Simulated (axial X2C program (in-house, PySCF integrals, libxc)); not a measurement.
## Low determinants of InH⁻ at the PBE0 level, spin-free

All values were computed with an in-house all-electron X2C program for linear molecules (integrals from PySCF). Spin-free means the one-electron spin-free X2C Hamiltonian. Basis: In dyall-acv3z [12s13p10d5f1g], H dyall-av3z [7s3p2d] (cores contracted in-house); Gaussian nuclei, density fitting, unrestricted open shells. Masses: In 114.904 u, H 1.008 u.

Search at 1.890 Å (vertical energies from the lowest determinant):

```tsv
ΔE (eV)	state	electrons beyond evenly filled partner blocks	electrons in σ, π, δ, φ
0.00	M_S = 1/2, Λ = 1	π+α	22 21 8 0
0.63	M_S = 1/2, Λ = 0	σα	23 20 8 0
1.56	M_S = 3/2, Λ = 0	σα, π+α, π-α	21 22 8 0
2.00	M_S = 1/2, Λ = 0	σβ, π+α, π-α	21 22 8 0
2.19	M_S = 1/2, Λ = 2	δ+α	22 20 9 0
2.25	M_S = 1/2, Λ = 0	σα, π+β, π-α	21 22 8 0
2.25	M_S = 1/2, Λ = 2	σα, π+α, π+β	21 22 8 0
```

Lowest determinant, M_S = 1/2, Λ = 1 (beyond evenly filled blocks: π+α): Re = 1.885 Å, ωe = 1294.5 cm⁻¹.

The determinant in row 2 of the search, M_S = 1/2, Λ = 0 (beyond evenly filled blocks: σα), was followed along the bond at PBE0; measured from the minimum of the lowest determinant it gives:

Te = 0.625 eV (5043 cm⁻¹), Re = 1.845 Å, ωe = 1419.2 cm⁻¹.

Question: Compare the bond of the determinant in row 2 with that of the lowest one.

Answer: At PBE0 its Re is 0.040 Å shorter and its force constant, which goes as ωe², is 1.20 times that of the lowest determinant. T0 ≈ Te + Δωe/2 = 5043 + (62) = 5105 cm⁻¹.

The search compares states at one distance, so a state with another bond length can lie lower; it is not exhaustive and yields mostly the lowest determinant of each block pattern, so other components and higher states of one pattern are missing. These are energies of single determinants, not of spin-adapted states; PBE0 term energies can be off by some tenths of an eV, and the functional has no current term. For an anion, determinants above electron detachment are held by the basis set. Row 1 has a positive highest level at its minimum. Row 2 has a positive highest level at its minimum.
